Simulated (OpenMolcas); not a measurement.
# Lines of Ar3+: computed and rescaled rates

```
Program             : OpenMolcas
Method              : MS-RASPT2, IPEA 0.25 Eh, imaginary shift 0.1 Eh (closed shells correlated: 2s 2p)
Basis               : ANO-RCC [8s7p5d4f2g]
Scalar Hamiltonian  : DKH2, point nucleus
Active space        : 5 electrons in 9 orbitals (RAS2 3s 3p; RAS3 3d, at most 2 electrons)
State averaging     : 2S+1 = 4 odd, 1 root; 2S+1 = 2 odd, 11 roots; 2S+1 = 4 even, 3 roots; 2S+1 = 2 even, 9 roots
Spin-orbit coupling : state interaction with AMFI integrals over the reference wave functions, term energies averaged over their components
```

Rates come from the transition moments of the reference wave functions (E1 and E2 in the length form). At fixed line strength A goes as λ^-3 for E1 and M1 and as λ^-5 for E2, so a rate at the computed wavelength can be rescaled to the measured one. Measured vacuum wavelengths follow from level energies in Saloman, J. Phys. Chem. Ref. Data 39, 033101 (2010). Branching counts decays inside the model space alone, at computed energies, and the table is only a selection of the E2 and M1 lines, drawn from those between levels with measured partners whose computed energy lies within a factor of 1.5 of the measured one.

```tsv
Upper	Lower	Type	λ computed (nm)	λ measured (nm)	A computed (s-1)	A rescaled (s-1)	Branching %
3s² 3p³ ²D°_5/2	3s² 3p³ ²D°_3/2	M1	94710	77400	1.27e-05	2.33e-05	0.8
3s² 3p³ ²P°_1/2	3s² 3p³ ²D°_5/2	E2	721	733.4	1.27e-01	1.17e-01	8.8
3s² 3p³ ²P°_1/2	3s² 3p³ ²D°_3/2	M1	715.5	726.5	3.68e-01		25.4
3s² 3p³ ²P°_1/2	3s² 3p³ ²D°_3/2	E2	715.5	726.5	1.96e-01	1.82e-01	13.6
3s² 3p³ ²P°_3/2	3s² 3p³ ²D°_5/2	M1	714.7	724	3.33e-01		10.7
3s² 3p³ ²P°_3/2	3s² 3p³ ²D°_5/2	E2	714.7	724	2.30e-01	2.16e-01	7.4
3s² 3p³ ²P°_3/2	3s² 3p³ ²D°_3/2	M1	709.3	717.3	6.03e-01		19.3
3s² 3p³ ²P°_3/2	3s² 3p³ ²D°_3/2	E2	709.3	717.3	9.94e-02	9.40e-02	3.2
3s² 3p³ ²D°_3/2	3s² 3p³ ⁴S°_3/2	M1	470.2	474.1	1.47e-02		95.0
3s² 3p³ ²D°_3/2	3s² 3p³ ⁴S°_3/2	E2	470.2	474.1	7.82e-04		5.0
3s² 3p³ ²D°_5/2	3s² 3p³ ⁴S°_3/2	E2	467.9	471.3	1.25e-03		78.5
3s² 3p³ ²D°_5/2	3s² 3p³ ⁴S°_3/2	M1	467.9	471.3	3.28e-04		20.7
3s² 3p³ ²P°_1/2	3s² 3p³ ⁴S°_3/2	M1	283.7	286.9	7.55e-01		52.2
3s² 3p³ ²P°_3/2	3s² 3p³ ⁴S°_3/2	M1	282.8	285.5	1.86e+00		59.5
```

Spin-changing lines and M1 lines between different terms are not rescaled, since their strength hangs on the term gaps too.

The largest correction is for 3s² 3p³ ²D°_5/2 → 3s² 3p³ ²D°_3/2 (M1): 1.27e-05 × (94710 / 77400)^3 = 2.33e-05 s-1, a factor of 1.83.

No measured rate stands beside these. Rescaling mends the energy factor alone: line strengths can still be far off where a level mixes with configurations outside the active space, and weak or spin-changing lines hang on small mixing coefficients that depend on the term gaps too, so rescaling need not improve them.

The run also gave levels led by 3s² 3p² 3d, which use shells meant for correlation; these and all levels above them are left out. Computed and measured levels are paired by configuration, term and J; levels that our copy of the source lacks, or whose pairing is in doubt (as where it misses far off the trend of its configuration), stay unpaired. Levels of configurations outside the active space are missing.

° marks odd parity.
